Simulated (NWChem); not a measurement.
System: C2H7FSi; SMILES C[SiH2]CF

Here is an NWChem input.

```
start job
memory heap 200 mb stack 900 mb global 1100 mb
geometry units angstroms noautoz
  C     -1.010860     1.563474     0.122063
  Si     0.601899     0.644811    -0.144514
  C      0.412042    -1.159360     0.431777
  F     -0.651689    -1.738963    -0.238387
  H     -1.253989     1.634867     1.193429
  H     -0.966233     2.583450    -0.288405
  H     -1.829335     1.024074    -0.378859
  H      0.969359     0.642301    -1.593978
  H      1.725337     1.260393     0.632691
  H      0.219618    -1.212644     1.519083
  H      1.325311    -1.749062     0.235502
end
basis spherical
  * library def2-tzvp
end
dft
  xc b3lyp
  iterations 150
  semidirect filesize 400000000
  mulliken
end
task dft energy
```

Parts of the log:

```
             Northwest Computational Chemistry Package (NWChem) 7.3.0
             --------------------------------------------------------

 C1  symmetry detected

                             Geometry "geometry" -> ""
                             -------------------------

 Output coordinates in angstroms (scale by  1.889725989 to convert to a.u.)

  No.       Tag          Charge          X              Y              Z
 ---- ---------------- ---------- -------------- -------------- --------------
    1 C                    6.0000    -1.00989598     1.54941210     0.13793530
    2 Si                  14.0000     0.60863918     0.65417490    -0.17010839
    3 C                    6.0000     0.45881708    -1.15327140     0.40771615
    4 F                    9.0000    -0.61288478    -1.74709643    -0.23680694
    5 H                    1.0000    -1.22733078     1.61593043     1.21512201
    6 H                    1.0000    -0.98997960     2.57045700    -0.27181735
    7 H                    1.0000    -1.83281027     0.99905941    -0.34341750
    8 H                    1.0000     0.93998421     0.65879932    -1.62824697
    9 H                    1.0000     1.74217076     1.28468597     0.58000073
   10 H                    1.0000     0.29423453    -1.21071560     1.49937235
   11 H                    1.0000     1.37521904    -1.72964145     0.18785799

 Effective nuclear repulsion energy (a.u.)     170.4789499043

                                 NWChem DFT Module
                                 -----------------

 Summary of "ao basis" -> "ao basis" (spherical)
 ------------------------------------------------------------------------------
       Tag                 Description            Shells   Functions and Types
 ---------------- ------------------------------  ------  ---------------------
 C                         def2-tzvp                11       31   5s3p2d1f
 Si                        def2-tzvp                13       37   5s5p2d1f
 F                         def2-tzvp                11       31   5s3p2d1f
 H                         def2-tzvp                 4        6   3s1p

            General Information
            -------------------
          SCF calculation type: DFT
          Wavefunction type:  closed shell.
          No. of atoms     :    11
          No. of electrons :    42
           Alpha electrons :    21
            Beta electrons :    21
          Charge           :     0
          Spin multiplicity:     1
          Use of symmetry is: off; symmetry adaption is: off
          Maximum number of iterations: 150
          AO basis - number of functions:   172
                     number of shells:    74
          Convergence on energy requested:  1.00D-06
          Convergence on density requested:  1.00D-05
          Convergence on gradient requested:  5.00D-04

              XC Information
              --------------
                         B3LYP Method XC Potential
                     Hartree-Fock (Exact) Exchange  0.200
                        Slater Exchange Functional  0.800 local
                    Becke 1988 Exchange Functional  0.720 non-local
              Lee-Yang-Parr Correlation Functional  0.810
                  VWN I RPA Correlation Functional  0.190 local

             Grid Information
             ----------------
          Grid used for XC integration:  medium
          Radial quadrature: Mura-Knowles
          Angular quadrature: Lebedev.
          Tag              B.-S. Rad. Rad. Pts. Rad. Cut. Ang. Pts.
          ---              ---------- --------- --------- ---------
          C                   0.70       49          11.0       434
          Si                  1.10       88           9.0       590
          F                   0.50       49          11.0       434
          H                   0.35       45          12.0       434
          Grid pruning is: on
          Number of quadrature shells:   550
          Spatial weights used:  Erf1

      Superposition of Atomic Density Guess
      -------------------------------------

 Sum of atomic energies:        -467.09480968

      Non-variational initial energy
      ------------------------------

 Total energy =    -468.849479
 1-e energy   =    -982.693251
 2-e energy   =     343.364822
 HOMO         =      -0.340896
 LUMO         =       0.047071

------------------------------------------------------------
EAF file 0: "./job.aoints.0" size=478150656 bytes
------------------------------------------------------------
               write      read    awrite     aread      wait
               -----      ----    ------     -----      ----
     calls:      912         0         0         0         0
   data(b): 4.78e+08  0.00e+00  0.00e+00  0.00e+00
   time(s): 0.00e+00  0.00e+00  0.00e+00  0.00e+00  0.00e+00
rate(mb/s): 0.00e+00  0.00e+00
------------------------------------------------------------

     ---------------------------------------------
      Total Density - Mulliken Population Analysis
     ---------------------------------------------

    Atom       Charge   Shell Charges
 -----------   ------   -------------------------------------------------------
    1 C    6     6.76   0.86  1.12  0.56  0.69  0.12  1.30  1.56  0.52  0.01  0.02  0.00
    2 Si  14    13.54   2.00  0.59  1.39  0.87  0.47  4.11  1.73  0.52  1.23  0.38  0.10  0.12  0.03
    3 C    6     6.07   0.86  1.12  0.53  0.68  0.11  1.07  1.27  0.32  0.02  0.07  0.01
    4 F    9     9.38   0.77  1.20  0.61  1.00  0.31  2.33  2.31  0.83  0.00  0.01  0.00
    5 H    1     0.81   0.23  0.43  0.12  0.02
    6 H    1     0.81   0.23  0.43  0.12  0.02
    7 H    1     0.81   0.23  0.43  0.12  0.02
    8 H    1     1.05   0.23  0.55  0.27  0.01
    9 H    1     1.05   0.23  0.54  0.27  0.01
   10 H    1     0.87   0.24  0.45  0.15  0.02
   11 H    1     0.86   0.24  0.45  0.15  0.02

   convergence    iter        energy       DeltaE   RMS-Dens  Diis-err
 ---------------- ----- ----------------- --------- --------- ---------
 d= 0,ls=0.0,diis     1   -469.8038552041 -6.40D+02  4.25D-03  8.86D-01
 d= 0,ls=0.0,diis     2   -469.8058045141 -1.95D-03  2.53D-03  7.39D-01
 d= 0,ls=0.0,diis     3   -469.8575299653 -5.17D-02  7.10D-04  1.56D-01
 d= 0,ls=0.0,diis     4   -469.8686694743 -1.11D-02  1.81D-04  2.28D-03
 d= 0,ls=0.0,diis     5   -469.8688803466 -2.11D-04  6.15D-05  3.01D-04
  Resetting Diis
 d= 0,ls=0.0,diis     6   -469.8689143865 -3.40D-05  1.00D-05  6.57D-06
 d= 0,ls=0.0,diis     7   -469.8689152133 -8.27D-07  4.24D-06  4.37D-07

         Total DFT energy =     -469.868915213337
      One electron energy =     -986.737408088228
           Coulomb energy =      391.294596212913
    Exchange-Corr. energy =      -44.905053242333
 Nuclear repulsion energy =      170.478949904311

 Numeric. integr. density =       41.999990323799

                       DFT Final Molecular Orbital Analysis
                       ------------------------------------

 Vector   19  Occ=2.000000D+00  E=-3.390414D-01
              MO Center=  8.5D-01,  9.3D-01, -1.1D-01, r^2= 2.9D+00
   Bfn.  Coefficient  Atom+Function         Bfn.  Coefficient  Atom+Function
  ----- ------------  ---------------      ----- ------------  ---------------
   156      0.241774   9 H  s                48      0.197753   2 Si pz
   150     -0.169631   8 H  s               157      0.167902   9 H  s
    46      0.165842   2 Si px              155      0.154155   9 H  s
     6     -0.120777   1 C  px              151     -0.110525   8 H  s
   149     -0.109060   8 H  s                 9     -0.094681   1 C  px

 Vector   20  Occ=2.000000D+00  E=-3.275438D-01
              MO Center= -5.2D-02,  7.1D-01, -2.0D-01, r^2= 3.5D+00
   Bfn.  Coefficient  Atom+Function         Bfn.  Coefficient  Atom+Function
  ----- ------------  ---------------      ----- ------------  ---------------
     6      0.234585   1 C  px               46     -0.203221   2 Si px
     9      0.185748   1 C  px              150     -0.167611   8 H  s
    48      0.131140   2 Si pz              151     -0.125676   8 H  s
   149     -0.108311   8 H  s                12      0.107203   1 C  px
     7     -0.105786   1 C  py              107      0.095907   4 F  pz

 Vector   21  Occ=2.000000D+00  E=-3.014173D-01
              MO Center=  2.3D-01, -6.5D-01,  1.1D-01, r^2= 2.7D+00
   Bfn.  Coefficient  Atom+Function         Bfn.  Coefficient  Atom+Function
  ----- ------------  ---------------      ----- ------------  ---------------
    75     -0.256198   3 C  py              106      0.253833   4 F  py
    47      0.238211   2 Si py               78     -0.208363   3 C  py
   109      0.200640   4 F  py              112      0.172990   4 F  py
   107     -0.118483   4 F  pz               76      0.112884   3 C  pz
    44      0.103952   2 Si py               38     -0.102672   2 Si py

 Vector   22  Occ=0.000000D+00  E= 1.714729D-02
              MO Center=  2.9D-01,  8.9D-01, -1.0D-01, r^2= 7.0D+00
   Bfn.  Coefficient  Atom+Function         Bfn.  Coefficient  Atom+Function
  ----- ------------  ---------------      ----- ------------  ---------------
     5      3.343651   1 C  s                49      1.152130   2 Si px
    50     -1.133488   2 Si py               73     -1.023244   3 C  s
   145     -0.824683   7 H  s               133     -0.798233   5 H  s
   139     -0.784751   6 H  s                36     -0.594381   2 Si s
   104      0.346541   4 F  s                12      0.337536   1 C  px

 Vector   23  Occ=0.000000D+00  E= 2.777233D-02
              MO Center=  5.8D-01, -3.1D-03,  3.5D-01, r^2= 6.7D+00
   Bfn.  Coefficient  Atom+Function         Bfn.  Coefficient  Atom+Function
  ----- ------------  ---------------      ----- ------------  ---------------
    73      2.806129   3 C  s                50      1.268509   2 Si py
   163     -1.165983  10 H  s               169     -0.961769  11 H  s
     5      0.943578   1 C  s                51     -0.669675   2 Si pz
    36     -0.642198   2 Si s               133     -0.621155   5 H  s
   157     -0.517457   9 H  s               151     -0.504075   8 H  s

 Vector   24  Occ=0.000000D+00  E= 4.583921D-02
              MO Center=  3.6D-01,  2.2D-02,  4.0D-01, r^2= 5.3D+00
   Bfn.  Coefficient  Atom+Function         Bfn.  Coefficient  Atom+Function
  ----- ------------  ---------------      ----- ------------  ---------------
     5      1.629264   1 C  s                51     -1.220200   2 Si pz
   151     -1.145802   8 H  s               133     -0.822239   5 H  s
   104     -0.521095   4 F  s               157      0.522314   9 H  s
    80     -0.510014   3 C  px               14      0.499164   1 C  pz
    50     -0.476237   2 Si py               81     -0.371789   3 C  py

------------------------------------------------------------
EAF file 0: "./job.aoints.0" size=671088640 bytes
------------------------------------------------------------
               write      read    awrite     aread      wait
               -----      ----    ------     -----      ----
     calls:     1280         6         0      7674      7674
   data(b): 6.71e+08  3.15e+06  0.00e+00  4.02e+09
   time(s): 0.00e+00  0.00e+00  0.00e+00  0.00e+00  0.00e+00
rate(mb/s): 0.00e+00  0.00e+00
------------------------------------------------------------

     ---------------------------------------------
      Total Density - Mulliken Population Analysis
     ---------------------------------------------

    Atom       Charge   Shell Charges
 -----------   ------   -------------------------------------------------------
    1 C    6     6.47   0.85  1.12  0.52  0.64  0.12  1.34  1.32  0.52  0.01  0.01  0.00
    2 Si  14    13.69   2.00  0.57  1.39  0.90  0.43  4.13  1.68  0.63  1.31  0.29  0.14  0.17  0.04
    3 C    6     6.05   0.85  1.12  0.53  0.64  0.08  1.27  1.17  0.27  0.02  0.08  0.01
    4 F    9     9.26   0.77  1.20  0.62  0.96  0.37  2.29  2.10  0.93  0.00  0.01  0.00
    5 H    1     0.88   0.27  0.48  0.11  0.02
    6 H    1     0.87   0.27  0.48  0.10  0.02
    7 H    1     0.86   0.27  0.47  0.10  0.02
    8 H    1     1.05   0.25  0.54  0.25  0.01
    9 H    1     1.06   0.25  0.54  0.27  0.01
   10 H    1     0.90   0.28  0.49  0.12  0.02
   11 H    1     0.90   0.28  0.49  0.11  0.02

     -------------------------------------------
      Total Density - Lowdin Population Analysis
     -------------------------------------------

    Atom       Charge   Shell Charges
 -----------   ------   -------------------------------------------------------
    1 C    6     6.46   0.91  1.04  0.38  0.38  0.19  1.16  1.48  0.76  0.01  0.14  0.01
    2 Si  14    13.70   2.00  0.83  1.09  0.50  0.29  3.85  1.87  0.71  1.19  0.59  0.14  0.50  0.12
    3 C    6     6.45   0.91  1.04  0.39  0.36  0.19  1.11  1.34  0.59  0.03  0.42  0.07
    4 F    9     8.93   0.86  1.10  0.60  0.70  0.37  2.14  2.12  1.01  0.00  0.03  0.00
    5 H    1     0.87   0.25  0.39  0.17  0.06
    6 H    1     0.87   0.25  0.39  0.17  0.06
    7 H    1     0.87   0.25  0.39  0.16  0.06
    8 H    1     1.04   0.25  0.47  0.29  0.02
    9 H    1     1.04   0.25  0.47  0.30  0.02
   10 H    1     0.88   0.26  0.40  0.17  0.06
   11 H    1     0.88   0.26  0.40  0.17  0.06

     Multipole analysis of the density
     ---------------------------------

     L   x y z        total         alpha         beta         nuclear
     -   - - -        -----         -----         ----         -------
     0   0 0 0      0.000000    -21.000000    -21.000000     42.000000

     1   1 0 0      0.225898      0.112949      0.112949      0.000000
     1   0 1 0      0.343001      0.171500      0.171500     -0.000000
     1   0 0 1      0.366144      0.183072      0.183072      0.000000

     2   2 0 0    -25.294257    -62.090970    -62.090970     98.887682
     2   1 1 0     -2.198701      5.308458      5.308458    -12.815616
     2   1 0 1      0.017172      0.490791      0.490791     -0.964411
     2   0 2 0    -25.925882   -142.601760   -142.601760    259.277638
     2   0 1 1     -0.870574      1.206308      1.206308     -3.283189
     2   0 0 2    -24.670186    -28.334719    -28.334719     31.999252
```

Level: B3LYP/def2-TZVP. The geometry was optimised at PBE0/def2-SVP.
